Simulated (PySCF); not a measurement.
SMILES CB1O[B]OB(C)O1 (C2H6B3O3), doublet (B3LYP/def2-SVP optimised geometry):

```
14

C     -1.035    -2.539    -0.018
B     -0.217    -1.207     0.000
O      1.175    -1.207     0.000
B      1.862    -0.031    -0.008
O      1.219     1.169    -0.012
B     -0.172     1.221    -0.003
C     -0.933     2.587     0.034
O     -0.850     0.020     0.000
H     -0.409    -3.427     0.147
H     -1.843    -2.516     0.732
H     -1.534    -2.648    -0.998
H     -1.862     2.552    -0.556
H     -0.309     3.427    -0.304
H     -1.234     2.798     1.077
```

Level of theory: unrestricted B3LYP/def2-TZVP in PySCF 2.14.0.

**Question.** What are the frontier orbital energies (α orbitals alone; a β orbital can be the lowest empty one) and the dipole moment?

**Answer.** HOMO-2 -9.74 eV, HOMO-1 -9.20 eV, HOMO -5.90 eV, LUMO -0.59 eV, LUMO+1 -0.26 eV; dipole moment 1.58 D.

On the same geometry unrestricted PBE/def2-TZVP run with PySCF gives HOMO-2 -8.33 eV, HOMO-1 -7.86 eV, HOMO -4.84 eV, LUMO -1.47 eV, LUMO+1 -1.12 eV; dipole moment 1.71 D.

Meta-Löwdin charges at B3LYP/def2-TZVP: C1 -0.47, B2 0.50, O3 -0.40, B4 0.35, O5 -0.40, B6 0.50, C7 -0.47, O8 -0.41, H9 0.13, H10 0.13, H11 0.14, H12 0.13, H13 0.13, H14 0.14.
